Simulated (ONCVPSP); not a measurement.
## Si: ONCV pseudisation with PBEsol, scalar-relativistic reference atom.

The input file (ONCVPSP 4.0.1):

```
# ATOM AND REFERENCE CONFIGURATION
# atsym  z   nc   nv     iexc    psfile
  Si 14.00    3    2  -116133      upf
#
#   n    l    f
    1    0    2.00
    2    0    2.00
    2    1    6.00
    3    0    2.00
    3    1    1.50
#
# PSEUDOPOTENTIAL AND OPTIMIZATION
# lmax
    2
#
#   l,   rc,      ep,       ncon, nbas, qcut
    0    1.95    0.00    3    7    3.00
    1    1.80    0.00    4    7    4.40
    2    1.85    0.25    4    8    5.90
#
# LOCAL POTENTIAL
# lloc, lpopt,  rc(5),   dvloc0
    4    5    1.55    0.00
#
# VANDERBILT-KLEINMAN-BYLANDER PROJECTORs
# l, nproj, debl
    0    1    1.30
    1    3    3.60
    2    2    3.10
#
# MODEL CORE CHARGE
# icmod, fcfact, rcfact
    3    4.75    1.20
#
# LOG DERIVATIVE ANALYSIS
# epsh1, epsh2, depsh
   -2.00    5.00    0.02
#
# OUTPUT GRID
# rlmax, drl
    6.00    0.01
#
# TEST CONFIGURATIONS
# ncnf
    4
# nvcnf
#   n    l    f
    2
    3    0    2.00
    3    1    2.00
#
    2
    3    0    2.00
    3    1    1.00
#
    2
    3    0    2.00
    3    1    0.00
#
    2
    3    0    1.00
    3    1    0.00
#
```

Command:

```bash
oncvpsp.x < Si.dat > Si.out
```

Resulting log (shortened: citation, most of the input echo, consistency checks and plot data are left out):

```
ONCVPSP  (Optimized Norm-Conservinng Vanderbilt PSeudopotential)
scalar-relativistic version 4.0.1

#   n    l    f        energy (Ha)
    1    0    2.00    -6.5664619E+01
    2    0    2.00    -5.2755226E+00
    2    1    6.00    -3.6696746E+00
    3    0    2.00    -5.3952563E-01
    3    1    1.50    -2.8109935E-01

Reference configufation results
  iterations    25
  all-electron total energy (Ha)   -2.89191702D+02

Begin loop to  construct optimized pseudo wave functions
and semi-local pseudopoentials for all angular momenta

Calculating optimized projector #   1

 for l=   0

    Fraction of norm inside rc  0.472533
    Optimizing pswf for qcut=   3.00 a_B^-1,  ecut=   4.49 Ha
    Residual kinetic energy error=  3.67D-03 Ha

    Energy error per electron        Cutoff
         Ha          eV             Ha
         0.01000     0.27211        3.30
         0.00100     0.02721       12.24
         0.00010     0.00272       37.53
         0.00001     0.00027       76.86

   Wellstate for l =  1  n =  5
     eigenvalue =   3.3189
     asymptotic potential =   3.8189
     half-point radius =  3.0736

   Wellstate for l =  1  n =  7
     eigenvalue =   6.9189
     asymptotic potential =   7.4189
     half-point radius =  3.4917

Calculating optimized projector #   1

 for l=   1

    Fraction of norm inside rc  0.238704
    Optimizing pswf for qcut=   4.40 a_B^-1,  ecut=   9.66 Ha
    Residual kinetic energy error=  3.48D-05 Ha

    Energy error per electron        Cutoff
         Ha          eV             Ha
         0.01000     0.27211        2.16
         0.00100     0.02721        3.47
         0.00010     0.00272        8.23
         0.00001     0.00027       15.10

Calculating optimized projector #   2

 for l=   1

    Fraction of norm inside rc  0.132238
    Optimizing pswf for qcut=   4.40 a_B^-1,  ecut=   9.66 Ha
    Residual kinetic energy error=  6.48D-03 Ha

    Energy error per electron        Cutoff
         Ha          eV             Ha
         0.01000     0.27211        8.40
         0.00100     0.02721       13.30
         0.00010     0.00272       47.10
         0.00001     0.00027       63.87

Calculating optimized projector #   3

 for l=   1

    Fraction of norm inside rc  0.094748
    Optimizing pswf for qcut=   4.40 a_B^-1,  ecut=   9.66 Ha
    Residual kinetic energy error=  3.86D-02 Ha

    Energy error per electron        Cutoff
         Ha          eV             Ha
         0.01000     0.27211       23.22
         0.00100     0.02721       73.91
         0.00010     0.00272       85.37
         0.00001     0.00027      108.39

   Wellstate for l =  2  n =  3
     eigenvalue =   0.2500
     asymptotic potential =   0.7500
     half-point radius =  3.1344

   Wellstate for l =  2  n =  5
     eigenvalue =   3.3500
     asymptotic potential =   3.8500
     half-point radius =  3.1626

Calculating optimized projector #   1

 for l=   2

    Fraction of norm inside rc  0.301367
    Optimizing pswf for qcut=   5.90 a_B^-1,  ecut=  17.38 Ha
    Residual kinetic energy error=  9.23D-05 Ha

    Energy error per electron        Cutoff
         Ha          eV             Ha
         0.01000     0.27211        9.09
         0.00100     0.02721       13.41
         0.00010     0.00272       17.44
         0.00001     0.00027       60.56

Calculating optimized projector #   2

 for l=   2

    Fraction of norm inside rc  0.178048
    Optimizing pswf for qcut=   5.90 a_B^-1,  ecut=  17.38 Ha
    Residual kinetic energy error=  8.94D-03 Ha

    Energy error per electron        Cutoff
         Ha          eV             Ha
         0.01000     0.27211       17.11
         0.00100     0.02721       36.51
         0.00010     0.00272       83.87
         0.00001     0.00027       94.54

Construct Vanderbilt / Kleinmman-Bylander projectors

B matrix Hermiticity error, ll=   1
   1   2   -1.2668E-04
   1   3   -6.2725E-05
   2   3   -1.6137E-04

  Orthonormal projector coefficients  1.1649E+01  2.1277E+00  3.8840E-01

B matrix Hermiticity error, ll=   2
   1   2   -6.5827E-05

  Orthonormal projector coefficients -3.0229E+00 -7.5831E-01

Model core correction analysis
  based on d2Exc/dn_idn_j

d2excae - all-electron derivatives

   -3.980194D-02   -3.254666D-02
   -3.254748D-02   -3.190912D-02

d2excps - pseudofunction derivatives with no core correction

   -4.273036D-02   -3.414564D-02
   -3.414779D-02   -3.297925D-02

rms 2nd derivative error    1.926041E-03

rmatch, rhocmatch    1.2054    0.6402

Teter function model core charge with specified parameters

d2excps - pseudofunction derivatives with core correction

   -3.898262D-02   -3.258627D-02
   -3.258746D-02   -3.230128D-02

rms 2nd derivative error    4.550394E-04

Pseudoatom total energy   -3.652543

Diagnostic tests using Vanderbilt-Kleinman-Bylander pseudopotentials
  1 or more projectors used as specified by nproj input data

   l    rcore       rmatch      e in        delta e   norm test  slope test

   0   1.9568557   2.0162701  -0.5395256   0.0000713   1.0000169   1.0006258

   1   1.8104438   1.8654128  -0.2810994   0.0000008   1.0000233   1.0000130
   1   1.8104438   1.8654128   3.3189007   0.0000384   1.0001916   1.0001916
   1   1.8104438   1.8654128   6.9189007   0.0001172   1.0003107   1.0003107

   2   1.8542871   1.9105873   0.2500000   0.0000059   1.0000200   1.0000200
   2   1.8542871   1.9105873   3.3500000   0.0000472   1.0000907   1.0000907

 Testing for bound ghosts
   n   l    E NL Schr. Eq   E Basis Diag.   E Cutoff

   1   0       -0.539454       -0.537738     32.74

   2   1       -0.281099       -0.265285     91.67

 Testing for highly-localized positive-energy ghosts
       l    <radius>/rc     E Basis Diag.   E Cutoff

Test configuration 0

   n   l     f        eae           eps        diff
   1   0  2.0000  -65.66461942
   2   0  2.0000   -5.27552261
   2   1  6.0000   -3.66967459
   3   0  2.0000   -0.53952563   -0.53945434    7.13D-05
   3   1  1.5000   -0.28109935   -0.28109852    8.35D-07

    Total energies and differences
      AE_ref= -2.89191702D+02  AE_tst= -2.89191702D+02  dif=  0.00D+00
      PS_ref= -3.65254274D+00  PS_tst= -3.65254274D+00  dif=  4.44D-16
      PSP excitation error= -4.44D-16

Test configuration 1

   n   l     f        eae           eps        diff
   1   0  2.0000  -65.49952994
   2   0  2.0000   -5.11285586
   2   1  6.0000   -3.50679635
   3   0  2.0000   -0.39574212   -0.39579956   -5.74D-05
   3   1  2.0000   -0.14909905   -0.14916007   -6.10D-05

    Total energies and differences
      AE_ref= -2.89191702D+02  AE_tst= -2.89298588D+02  dif= -1.07D-01
      PS_ref= -3.65254274D+00  PS_tst= -3.75945623D+00  dif= -1.07D-01
      PSP excitation error=  2.71D-05

Test configuration 2

   n   l     f        eae           eps        diff
   1   0  2.0000  -65.85509005
   2   0  2.0000   -5.46168358
   2   1  6.0000   -3.85617563
   3   0  2.0000   -0.69776342   -0.69739345    3.70D-04
   3   1  1.0000   -0.42727566   -0.42698084    2.95D-04

    Total energies and differences
      AE_ref= -2.89191702D+02  AE_tst= -2.89015148D+02  dif=  1.77D-01
      PS_ref= -3.65254274D+00  PS_tst= -3.47604149D+00  dif=  1.77D-01
      PSP excitation error=  5.28D-05

Test configuration 3

   n   l     f        eae           eps        diff
   1   0  2.0000  -66.30401442
   2   0  2.0000   -5.89530211
   2   1  6.0000   -4.29091652
   3   0  2.0000   -1.04697095   -1.04503990    1.93D-03

    Total energies and differences
      AE_ref= -2.89191702D+02  AE_tst= -2.88428498D+02  dif=  7.63D-01
      PS_ref= -3.65254274D+00  PS_tst= -2.89046978D+00  dif=  7.62D-01
      PSP excitation error=  1.13D-03

Test configuration 4

   n   l     f        eae           eps        diff
   1   0  2.0000  -66.88270714
   2   0  2.0000   -6.44913824
   2   1  6.0000   -4.84567748
   3   0  1.0000   -1.44638062   -1.44649464   -1.14D-04

    Total energies and differences
      AE_ref= -2.89191702D+02  AE_tst= -2.87182718D+02  dif=  2.01D+00
      PS_ref= -3.65254274D+00  PS_tst= -1.64583212D+00  dif=  2.01D+00
      PSP excitation error=  2.27D-03
```

The run took about 3.2 s on one core of a shared server CPU.
